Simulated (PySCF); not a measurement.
C3H9As, triplet, at the geometry of the source list (a higher spin typed on purpose: for a closed-shell molecule this is an excited state), with bond 10-3 at 1.8 times its length; CASSCF(8,9)/STO-3G in PySCF.

Input for PySCF:
```python
from pyscf import gto, scf, mcscf
import numpy

mol = gto.M(
    atom='''
C    -0.40500000    1.62680000    0.26960000
As   -0.16110000   -0.17910000    1.03010000
C     1.60420000   -0.52050000    0.21830000
C    -1.22380000   -1.13360000   -0.33310000
H    -0.13540000    1.63950000   -0.78570000
H     0.22180000    2.34580000    0.79900000
H    -1.44360000    1.94600000    0.37520000
H     1.57940000   -0.31880000   -0.85120000
H     1.89870000   -1.55860000    0.37170000
H     2.96158000    0.62682000    1.05386000
H    -0.95720000   -0.80180000   -1.33470000
H    -1.04830000   -2.20550000   -0.26370000
H    -2.28810000   -0.95710000   -0.17800000
''',
    basis='sto-3g',
    spin=2,
    verbose=4,
)

mf = scf.ROHF(mol)
mf.kernel()
mc = mcscf.CASSCF(mf, 9, 8)
mc.fix_spin_(ss=2.0)
mc.kernel()
occ = numpy.linalg.eigvalsh(mc.fcisolver.make_rdm1(mc.ci, mc.ncas, mc.nelecas))[::-1]
ss = mc.fcisolver.spin_square(mc.ci, mc.ncas, mc.nelecas)[0]
print('natural occupations', occ.round(4), ' <S^2>', round(ss, 4))
```

Task: What does PySCF print? Leave out banner, timings and long lists.

Result: 
```
PySCF version 2.14.0

[INPUT] verbose = 4
[INPUT] num. atoms = 13
[INPUT] num. electrons = 60
[INPUT] charge = 0
[INPUT] spin (= nelec alpha-beta = 2S) = 2
[INPUT] symmetry False subgroup None
[INPUT] Mole.unit = angstrom
[INPUT] Symbol           X                Y                Z      unit          X                Y                Z       unit  Magmom
[...]
nuclear repulsion = 286.712913448674
number of shells = 26
number of NR pGTOs = 126
number of NR cGTOs = 42
basis = sto-3g
ecp = {}

******** <class 'pyscf.scf.rohf.ROHF'> ********
method = ROHF
initial guess = minao
damping factor = 0
level_shift factor = 0
DIIS = <class 'pyscf.scf.diis.CDIIS'>
diis_start_cycle = 1
diis_space = 8
diis_damp = 0
SCF conv_tol = 1e-09
SCF conv_tol_grad = None
SCF max_cycles = 50
direct_scf = True
direct_scf_tol = 1e-13
num. doubly occ = 29  num. singly occ = 2
Set gradient conv threshold to 3.16228e-05
init E= -2323.48433115169
[...]
cycle= 1 E= -2326.40656816526  delta_E= -2.92  |g|= 0.474  |ddm|= 2.97
[...]
cycle= 2 E= -2326.54376073982  delta_E= -0.137  |g|= 0.11  |ddm|= 1.01
[...]
cycle= 3 E= -2326.54727462368  delta_E= -0.00351  |g|= 0.0637  |ddm|= 0.497
[...]
cycle= 4 E= -2326.55518772937  delta_E= -0.00791  |g|= 0.0296  |ddm|= 0.359
[...]
cycle= 5 E= -2326.55709827832  delta_E= -0.00191  |g|= 0.00927  |ddm|= 0.152
[...]
cycle= 6 E= -2326.55729126069  delta_E= -0.000193  |g|= 0.00268  |ddm|= 0.0465
[...]
cycle= 7 E= -2326.55730756652  delta_E= -1.63e-05  |g|= 0.000629  |ddm|= 0.0101
[...]
cycle= 8 E= -2326.55730825593  delta_E= -6.89e-07  |g|= 0.000239  |ddm|= 0.00228
[...]
cycle= 9 E= -2326.55730834733  delta_E= -9.14e-08  |g|= 5.33e-05  |ddm|= 0.000663
[...]
cycle= 10 E= -2326.55730835167  delta_E= -4.34e-09  |g|= 1.01e-05  |ddm|= 0.000168
[...]
cycle= 11 E= -2326.55730835178  delta_E= -1.1e-10  |g|= 3.18e-06  |ddm|= 2.5e-05
[...]
Extra cycle  E= -2326.55730835179  delta_E= -1e-11  |g|= 1.71e-06  |ddm|= 9.48e-06
converged SCF energy = -2326.55730835179

******** <class 'pyscf.mcscf.mc1step.CASSCF'> ********
CAS (5e+3e, 9o), ncore = 26, nvir = 7
max_cycle_macro = 50
max_cycle_micro = 4
conv_tol = 1e-07
conv_tol_grad = None
orbital rotation max_stepsize = 0.02
orbital rotation threshold for CI restart = 0.01
augmented hessian ah_max_cycle = 30
augmented hessian ah_conv_tol = 1e-12
augmented hessian ah_linear dependence = 1e-14
augmented hessian ah_level shift = 1e-08
augmented hessian ah_start_tol = 2.5
augmented hessian ah_start_cycle = 3
augmented hessian ah_grad_trust_region = 3
kf_trust_region = 3
kf_interval = 4
ci_response_space = 4
ci_grad_trust_region = 3
with_dep4 0
natorb = False
canonicalization = True
sorting_mo_energy = False
ao2mo_level = 2
internal_rotation = False
******** <class 'pyscf.fci.addons.SpinPenaltyFCISolver'> ********
max. cycles = 50
conv_tol = 1e-08
davidson only = True
linear dependence = 1e-12
level shift = 0.001
max iter space = 12
nroots = 1
pspace_size = 400
spin = None
CASCI E = -2326.58998573957  S^2 = 2.0000000
Set conv_tol_grad to 0.000316228
macro iter   1 ( 21 JK    4 micro), CASSCF E = -2326.60471214862  dE = -1.47264091e-02  S^2 = 2.0000000
               |grad[o]|=0.0282  |grad[c]|=0.0754  |ddm|=0.0362  |maxRot[o]|=0.269
macro iter   2 ( 20 JK    4 micro), CASSCF E = -2326.60691841301  dE = -2.20626439e-03  S^2 = 2.0000000
               |grad[o]|=0.0121  |grad[c]|=0.0311  |ddm|=0.00817  |maxRot[o]|=0.185
macro iter   3 ( 19 JK    4 micro), CASSCF E = -2326.60699252256  dE = -7.41095478e-05  S^2 = 2.0000000
               |grad[o]|=0.00612  |grad[c]|=0.0116  |ddm|=0.00394  |maxRot[o]|=0.196
macro iter   4 ( 17 JK    4 micro), CASSCF E = -2326.60726044810  dE = -2.67925545e-04  S^2 = 2.0000000
               |grad[o]|=0.00598  |grad[c]|=0.00756  |ddm|=0.00296  |maxRot[o]|=0.182
macro iter   5 ( 17 JK    4 micro), CASSCF E = -2326.60720860846  dE =  5.18396387e-05  S^2 = 2.0000000
               |grad[o]|=0.0051  |grad[c]|=0.00623  |ddm|=0.00312  |maxRot[o]|=  0.2
macro iter   6 ( 21 JK    4 micro), CASSCF E = -2326.60768116418  dE = -4.72555720e-04  S^2 = 2.0000000
               |grad[o]|=0.00562  |grad[c]|=0.00191  |ddm|=0.00203  |maxRot[o]|=0.0814
macro iter   7 ( 14 JK    4 micro), CASSCF E = -2326.60777417470  dE = -9.30105193e-05  S^2 = 2.0000000
               |grad[o]|=0.0028  |grad[c]|=0.00245  |ddm|=0.00218  |maxRot[o]|=0.0722
macro iter   8 ( 10 JK    4 micro), CASSCF E = -2326.60783762108  dE = -6.34463750e-05  S^2 = 2.0000000
               |grad[o]|=0.00195  |grad[c]|=0.00137  |ddm|=0.00139  |maxRot[o]|=0.0186
macro iter   9 (  3 JK    1 micro), CASSCF E = -2326.60785371675  dE = -1.60956743e-05  S^2 = 2.0000000
               |grad[o]|=0.000837  |grad[c]|=0.0013  |ddm|=0.000711  |maxRot[o]|=0.0147
macro iter  10 (  3 JK    1 micro), CASSCF E = -2326.60785437875  dE = -6.61992999e-07  S^2 = 2.0000000
               |grad[o]|=0.000201  |grad[c]|=0.000397  |ddm|=0.000277  |maxRot[o]|=0.00373
macro iter  11 (  3 JK    1 micro), CASSCF E = -2326.60785446438  dE = -8.56325642e-08  S^2 = 2.0000000
               |grad[o]|=7.32e-05  |grad[c]|=0.000174  |ddm|=8.98e-05  |maxRot[o]|=0.00388
1-step CASSCF converged in  11 macro (148 JK  35 micro) steps
CASSCF canonicalization
Density matrix diagonal elements [1.96700093e+00 1.96644370e+00 1.97315719e+00 1.00169840e+00
 9.99045390e-01 3.29330591e-02 2.98214465e-02 2.90557308e-02
 8.44164239e-04]
CASSCF energy = -2326.60785446438
CASCI E = -2326.60785446438  E(CI) = -11.3382935057480  S^2 = 2.0000000
natural occupations [1.9744e+00 1.9684e+00 1.9650e+00 1.0014e+00 9.9900e-01 3.3900e-02
 2.9600e-02 2.7800e-02 5.0000e-04]  <S^2> 2.0
```
